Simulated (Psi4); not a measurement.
Internal rotation in SMILES O(C)[SiH2][SiH3]. Scanned: dihedral C1–O2–Si3–Si4; all other coordinates were relaxed at GFN2-xTB. Points at φ and −φ are mirror images.

Geometry of the scan point at 90° (Å):
```
12

C     -2.1434    -0.4174    -0.7833
O     -0.7823    -0.1763    -0.6380
Si     0.0164     0.7604     0.4291
Si     0.5714    -0.4361     2.3210
H     -2.7172     0.5103    -0.7171
H     -2.5014    -1.1057    -0.0115
H     -2.3068    -0.8680    -1.7635
H     -0.7840     1.9639     0.7173
H      1.1510     1.1504    -0.4069
H     -0.5692    -0.7631     3.1916
H      1.2114    -1.7269     2.0401
H      1.5120     0.3155     3.1574
```

Calculation: DF-MP2 (frozen core)/cc-pVTZ // GFN2-xTB (Psi4).

Scanned values (°): -150, -120, -90, -60, -30, 0, 30, 60, 90, 120, 150, 180.

**Question.** Describe the profile: where are the wells and the tops?

**Answer.** Lower than their neighbours: -60° (3.8 kJ/mol), 60° (3.8 kJ/mol), 180° (0.0 kJ/mol). Higher than their neighbours: -120° (5.3 kJ/mol), 0° (6.7 kJ/mol), 120° (5.3 kJ/mol). The whole profile spans 6.7 kJ/mol.
